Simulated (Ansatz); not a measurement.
Isomers of Cs₄H₃ (doublet), relaxed with PBE0-D4/def2-TZVP; total energies from Ansatz at CCSD(T)/def2-TZVP.

| isomer | description | energy (Eh) |
| --- | --- | --- |
| A | point group not assigned; 8 × Cs–H 2.66 to 3.05 Å | -81.63514 |
| B | point group C2v; 7 × Cs–H 2.66 to 3.17 Å | -81.61825 |
| C | point group not assigned; 7 × Cs–H 2.66 to 3.06 Å | -81.62481 |

In the def2 sets Cs takes a core potential; there is no spin–orbit coupling. Correlated methods freeze no core orbitals; core or outer-core shells of Cs are correlated, in sets that lack core-valence functions.

The isomers come from a short search, and lower ones may exist.

Problem. Work out the relative energies (1 Eh = 2625.5 kJ/mol) and the Boltzmann populations at 800 K from electronic energies alone (R = 8.314 J/mol/K).

Solution. ΔE: A 0.0, B 44.3, C 27.1 kJ/mol. RT = 6.65 kJ/mol. Factors exp(−ΔE/RT): A 1, B 0.00128, C 0.017; sum 1.018. Populations: A 98.2 %, B 0.1 %, C 1.7 %. Zero-point energy, vibrational entropy and symmetry numbers are left out and can shift these; an error of 4 kJ/mol changes a ratio by a factor of 1.8. Over the other density-functional and correlated levels in def2 sets, the gap between A and C ranges from 20 to 27 kJ/mol.
